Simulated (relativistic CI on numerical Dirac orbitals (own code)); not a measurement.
## Line list: Electric-dipole lines, Os64+

Calculated at this level of theory: Dirac-Coulomb-Breit CI, KLI orbitals optimised for each configuration, a model potential for QED, unscaled Slater integrals (own radial code, finite nucleus).

Configurations in the expansion (outside the closed core [Ne]): 3s², 3s3p, 3p², 3s3d, 3d², 3p3d, 3p4s, 3d4s, 3s4s, 3s4p, 3s4d, 3s4f, 3s5s, 3s5p, 3s5d, 4s². Levels of other configurations are missing.

| λ vac (nm) | Lower | Upper | A (s⁻¹) | E lower (Ry) | E upper (Ry) |
| --- | --- | --- | --- | --- | --- |
| 0.27208 | 3s3p ³P°2 [5] | 3s5d ³D3 [66] | 6.93e+13 | 41.489 | 376.418 |
| 0.33763 | 3s² ¹S0 [1] | 3s4p ¹P°1 [43] | 5.23e+13 | 0.000 | 269.899 |
| 0.34436 | 3s3p ³P°0 [2] | 3s4d ³D1 [44] | 6.77e+13 | 10.695 | 275.323 |
| 0.34585 | 3s3p ³P°1 [3] | 3s4d ³D2 [45] | 9.87e+13 | 11.912 | 275.401 |
| 0.35454 | 3s² ¹S0 [1] | 3s4p ³P°1 [39] | 4.49e+13 | 0.000 | 257.025 |
| 0.38483 | 3s3p ³P°2 [5] | 3s4d ³D3 [46] | 1.31e+14 | 41.489 | 278.290 |
| 0.38929 | 3s3p ¹P°1 [6] | 3s4d ¹D2 [47] | 1.17e+14 | 44.362 | 278.446 |
| 0.40176 | 3p² ¹D2 [7] | 3s4f ³F°3 [49] | 3.53e+13 | 55.095 | 281.914 |
| 0.40695 | 3s3d ³D1 [9] | 3s4f ³F°2 [48] | 2.31e+14 | 57.782 | 281.705 |
| 0.40849 | 3s3d ³D2 [10] | 3s4f ³F°3 [49] | 2.15e+14 | 58.830 | 281.914 |
| 0.41750 | 3s3d ³D3 [11] | 3s4f ³F°4 [50] | 2.66e+14 | 64.706 | 282.976 |
| 0.41904 | 3s3d ¹D2 [12] | 3s4f ¹F°3 [51] | 2.47e+14 | 66.045 | 283.511 |
| 0.43429 | 3s3p ³P°2 [5] | 3s4s ³S1 [36] | 4.68e+13 | 41.489 | 251.318 |
| 0.85183 | 3s4p ³P°2 [42] | 3s5d ³D3 [66] | 2.45e+13 | 269.441 | 376.418 |
| 1.9262 | 3p3d ³F°2 [13] | 3d² ³F2 [27] | 2.04e+12 | 69.305 | 116.613 |
| 1.9423 | 3s3p ³P°1 [3] | 3s3d ³D2 [10] | 3.46e+12 | 11.912 | 58.830 |
| 1.9626 | 3p² ³P0 [4] | 3p3d ³D°1 [14] | 2.62e+12 | 25.580 | 72.012 |
| 1.9639 | 3p3d ³F°3 [16] | 3d² ¹G4 [31] | 1.61e+12 | 77.936 | 124.336 |
| 1.9797 | 3p² ¹D2 [7] | 3p3d ³D°2 [19] | 1.81e+12 | 55.095 | 101.125 |
| 2.0189 | 3s3p ³P°2 [5] | 3p² ³P2 [17] | 2.36e+12 | 41.489 | 86.625 |
| 2.0345 | 3s3d ³D3 [11] | 3p3d ³D°3 [25] | 1.29e+12 | 64.706 | 109.498 |
| 2.0441 | 3s3p ³P°0 [2] | 3p² ³P1 [8] | 1.55e+12 | 10.695 | 55.275 |
| 2.0542 | 3s² ¹S0 [1] | 3s3p ¹P°1 [6] | 3.29e+12 | 0.000 | 44.362 |
| 2.1151 | 3s3d ³D2 [10] | 3p3d ³F°3 [21] | 3.33e+12 | 58.830 | 101.913 |
| 2.1471 | 3s3d ³D3 [11] | 3p3d ³F°4 [23] | 2.10e+12 | 64.706 | 107.148 |
| 2.1562 | 3s3p ¹P°1 [6] | 3p² ³P2 [17] | 2.35e+12 | 44.362 | 86.625 |
| 2.1690 | 3s3d ¹D2 [12] | 3p3d ³P°2 [24] | 1.76e+12 | 66.045 | 108.060 |
| 3.9250 | 3s3p ³P°2 [5] | 3s3d ³D3 [11] | 2.86e+11 | 41.489 | 64.706 |
| 3.9841 | 3p² ³P2 [17] | 3p3d ³D°3 [25] | 5.02e+11 | 86.625 | 109.498 |
| 4.3399 | 3p3d ³D°3 [25] | 3d² ³F4 [33] | 3.45e+11 | 109.498 | 130.496 |

Terms are leading LS components. Brackets give the number of a level in order of energy, since labels repeat. The list gives strong lines, with weight on those to low levels, without lines whose two gauges differ by over a factor of 2.5. Levels whose partners in the same complex of configurations lie outside the list can be far off, and so can their lines. Rates are taken at the computed energies, electric ones in the length gauge.

At this charge energies of transitions that change n are usually good to better than 1 %, and those within a shell (Δn = 0) to a few per cent.

**Question.** From the table, what is the radiative lifetime of 3s5d ³D3?

**Answer.** The listed rates from this level add up to about 9.38e+13 s⁻¹, 98 % of its decay; with all channels τ = 1.05e-14 s.

LS names give the leading component of a level, which can be under half, so a name can repeat, a term be missing and a line seem to break the LS rules.
